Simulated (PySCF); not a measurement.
# Al⁺ (aluminium, charge +1) across methods

[Ne] 3p2, high-spin 3P determinant (an excited configuration). Computed with PySCF 2.14 in aug-cc-pV(T+d)Z (6s5p4d2f, 55 functions), with no relativity, point nucleus. The B2PLYP total includes its PT2 part (frozen core); its orbital energies are those of the SCF part.

| method | E (hartree) | mean ε 2p α (eV) | mean ε 2p β (eV) | mean ε 3p α (eV) | Σ⟨r²⟩ (bohr²) | ⟨S²⟩ |
| --- | --- | --- | --- | --- | --- | --- |
| PBE0 | -241.6396 | -86.094 | -85.744 | -11.813 | 21.73 | 2.000 |
| PBE | -241.6248 | -81.239 | -80.962 | -11.069 | 21.55 | 2.000 |
| B2PLYP | -241.6254 | -91.181 | -90.751 | -12.354 | 21.98 | 2.000 |
| LDA | -240.7000 | -81.278 | -80.992 | -11.008 | 21.51 | 2.000 |
| r2SCAN | -241.7331 | -82.982 | -82.705 | -11.170 | 21.65 | 2.000 |
| TPSS | -241.7786 | -81.675 | -81.416 | -11.038 | 21.55 | 2.000 |
| UHF | -241.28130 | -99.547 | -98.966 | -13.597 | 22.73 | 2.000 |
| revPBE | -241.7164 | -81.181 | -80.925 | -11.064 | 21.56 | 2.000 |
| wB97M-V | -241.7287 | -88.437 | -88.111 | -13.318 | 22.02 | 2.000 |
